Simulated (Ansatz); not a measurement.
Sn(Me)(Cl)2 (CH3Cl2Sn), SMILES [Cl][Sn]([CH3])[Cl], multiplicity 2. Atoms are numbered in the order given.

```xyz
7

Sn    -0.3783    -0.1980     0.2391
C     -1.2212    -1.5571    -1.2516
H     -0.4169    -2.2595    -1.5079
H     -1.5007    -0.9314    -2.1097
H     -2.0922    -2.0819    -0.8403
Cl    -0.2859     1.9288    -0.8142
Cl     1.8866    -0.8624     0.5046
```
Charge 0, spin multiplicity 2.

Geometry optimised at PBE0-D3(BJ)/def2-SVP. The spin state was assumed, not searched. The isomer is the one that the SMILES or the coordinates give; other isomers of the formula were not compared. The def2 effective core potentials stand for the cores of Sn; spin–orbit coupling is left out.

Two levels are set side by side: PBE-D3(BJ)/def2-SVP (Ansatz, a quantum-chemistry and plane-wave program) and PBE0-D3(BJ)/def2-SVP (Ansatz). Each level has its own optimised geometry; the coordinates shown are those of the second. Differences are taken from unrounded values.

```tsv
quantity	PBE0-D3(BJ)
mean bond length (Å)	1.705
bond Sn1–C2 (Å)	2.186
bond Sn1–Cl6 (Å)	2.375
bond Sn1–Cl7 (Å)	2.375
bond C2–H3 (Å)	1.098
bond C2–H4 (Å)	1.098
bond C2–H5 (Å)	1.097
```

Question: What does PBE-D3(BJ) give, and how far is it from PBE0-D3(BJ)? (The exact figures need the calculation; the answer reports its results.)

Answer: 
```
quantity              PBE-D3(BJ)  PBE-D3(BJ) minus PBE0-D3(BJ)
--------------------  ----------  ----------------------------
mean bond length (Å)       1.725                         0.020
bond Sn1–C2 (Å)            2.225                         0.038
bond Sn1–Cl6 (Å)           2.404                         0.029
bond Sn1–Cl7 (Å)           2.404                         0.029
bond C2–H3 (Å)             1.106                         0.007
bond C2–H4 (Å)             1.106                         0.007
bond C2–H5 (Å)             1.105                         0.008
```

GGA bonds tend to be longer and softer than those of functionals with exact exchange. Differences between two approximate levels are no errors against the true value.
